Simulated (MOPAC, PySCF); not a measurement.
H₃B, SMILES `B`, neutral singlet in the gas phase. 

Z-matrix (Å, degrees):
```
B
H 1 1.1935
H 1 1.1935 2 120.00
H 1 1.1935 2 120.00 3 179.99
```
Charge 0, spin multiplicity 1.

All levels are single points at this geometry (PBE0-D3(BJ)/def2-TZVP); Pople sets use spherical d functions. Orbital energies aren't observables, and empty levels follow the basis.

M06-2X/6-31G* in PySCF gives dipole (D) = 0.00.

Question: Estimate the dipole (D) from each of these levels: B3LYP-D3(BJ)/def2-TZVP in PySCF; M06-2X/def2-TZVP in PySCF; B3LYP/3-21G in PySCF; B3LYP/6-311+G** in PySCF; BP86/6-31G* in PySCF; SVWN5/6-31G* in PySCF; HF/3-21G in PySCF; PM7 in MOPAC.

Answer: 
```
level                            dipole (D)
-------------------------------  ----------
B3LYP-D3(BJ)/def2-TZVP in PySCF        0.00
M06-2X/def2-TZVP in PySCF              0.00
B3LYP/3-21G in PySCF                   0.00
B3LYP/6-311+G** in PySCF               0.00
BP86/6-31G* in PySCF                   0.00
SVWN5/6-31G* in PySCF                  0.00
HF/3-21G in PySCF                      0.00
PM7 in MOPAC                           0.00
```
